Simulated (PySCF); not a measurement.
In(H)2(Et) (C2H7In), SMILES C[CH2][InH2]. Geometry optimised at PBE-D3(BJ)/def2-SVP. The def2 effective core potentials stand for the cores of In; spin–orbit coupling is left out.

Computed equilibrium geometry at PBE-D3(BJ)/def2-SVP (PySCF confirms it by a frequency run) as a Z-matrix, and its point group:
point group Cs.
```
C
H 1 1.1119
H 1 1.1119 2 105.24
C 1 1.5299 2 111.59 3 121.21
H 4 1.1098 1 112.08 2 -178.83
H 4 1.1098 5 106.57 1 122.95
H 4 1.1125 5 106.88 6 114.01
In 1 2.1987 2 106.01 3 -112.06
H 8 1.7553 1 120.74 2 55.76
H 8 1.7568 9 119.22 1 180.00
```
Charge 0, spin multiplicity 1.
